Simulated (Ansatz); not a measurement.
Start from `[CH3][Ge][Br]` and change one element to get `[CH3][Ge][F]`.

Ansatz, PBE0-D4/def2-TZVP geometries, multiplicity 1. 

Scalar relativity is left out up to krypton.

```json
{"property": "HOMO–LUMO gap (PBE/def2-TZVPP) / eV", "`[CH3][Ge][Br]`": "2.25"}
{"property": "HOMO–LUMO gap (ωB97M-V/def2-TZVPP) / eV", "`[CH3][Ge][Br]`": "8.11"}
{"property": "HOMO energy (B3LYP/def2-TZVPP) / eV", "`[CH3][Ge][Br]`": "-6.63"}
{"property": "zero-point energy (PBE0-D4/def2-TZVP) / kJ/mol", "`[CH3][Ge][Br]`": "94.5"}
{"property": "HOMO energy (PBE0/def2-TZVPP) / eV", "`[CH3][Ge][Br]`": "-6.82"}
{"property": "size of the dipole moment (PBE/def2-TZVPP) / D", "`[CH3][Ge][Br]`": "2.11"}
```

Task: Give the same properties after the change, and the shifts. (Estimate.)

Result: Ansatz gave: 
```json
{"property": "HOMO–LUMO gap (PBE/def2-TZVPP) / eV", "`[CH3][Ge][F]`": "2.56", "shift": "0.31"}
{"property": "HOMO–LUMO gap (ωB97M-V/def2-TZVPP) / eV", "`[CH3][Ge][F]`": "8.63", "shift": "0.52"}
{"property": "HOMO energy (B3LYP/def2-TZVPP) / eV", "`[CH3][Ge][F]`": "-6.68", "shift": "-0.05"}
{"property": "zero-point energy (PBE0-D4/def2-TZVP) / kJ/mol", "`[CH3][Ge][F]`": "96.6", "shift": "2.1"}
{"property": "HOMO energy (PBE0/def2-TZVPP) / eV", "`[CH3][Ge][F]`": "-6.85", "shift": "-0.03"}
{"property": "size of the dipole moment (PBE/def2-TZVPP) / D", "`[CH3][Ge][F]`": "1.93", "shift": "-0.18"}
```

Dipoles are sizes alone; their direction can turn.

B3LYP here is the variant with VWN-RPA as its local correlation; programs differ in this.

Spin–orbit coupling is left out; it splits and shifts lone-pair levels of the heavy atoms by tenths of an eV.
